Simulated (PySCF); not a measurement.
# Ir+: interval between two levels

Ir+ [Xe] 4f14 5d7 6s1 [5F5, M_J = 5] → Ir+ [Xe] 4f14 5d7 6p1 [5G6, M_J = 6], as a difference of total energies. All numbers are calculated (PySCF 2.14, the two-component X2C-1e Hamiltonian, in x2c-TZVPall-2c with one added diffuse shell each of s, p, d type (12s12p11d2f, 117 functions)). Correlated levels: [Kr] 4d10 4f14 frozen; the 34 highest virtual spinors dropped. "Screened" scales the spin-orbit matrix elements by Boettger's factors to mimic the two-electron term; Breit and QED terms are absent.

```csv
method,interval between two levels (cm⁻¹)
GHF (screened spin-orbit),81231
GMP2 (screened spin-orbit),86243
```

The labels give the starting determinants; with spin-orbit coupling the two ends relaxed to ⟨J²⟩ = 30.01, ⟨L²⟩ = 12.79, ⟨S²⟩ = 5.84 and ⟨J²⟩ = 43.17, ⟨L²⟩ = 39.05, ⟨S²⟩ = 1.75.

The determinant of the upper state mixes levels of different J (the jj label is only the starting occupation), so the difference between spin-free and spin-orbit rows is not the physical spin-orbit shift.
